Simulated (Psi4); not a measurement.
Pair of molecules: HCl (SMILES Cl) (first 2 atoms) with GeH4 (SMILES [GeH4]); geometry from B3LYP-D3(BJ)/def2-TZVP.
(charge 0, multiplicity 1):
```xyz
7

Cl    -0.83990     0.82488    -0.48125
H     -1.07725     0.21030     0.62238
Ge     0.21330    -0.07963     3.37867
H      0.18561     1.44388     3.55045
H     -0.99330    -0.50335     2.51555
H      0.09827    -0.77198     4.74281
H      1.50254    -0.51087     2.66931
```

The numbers are results of SAPT0/aug-cc-pVDZ in Psi4, not measurements.

### Question
Give the four SAPT terms and the total, and say what mostly holds the pair together.

### Answer
electrostatics -4.8, exchange 13.4, induction -4.9, dispersion -7.3, total -3.6 kJ/mol; the largest attraction is dispersion.
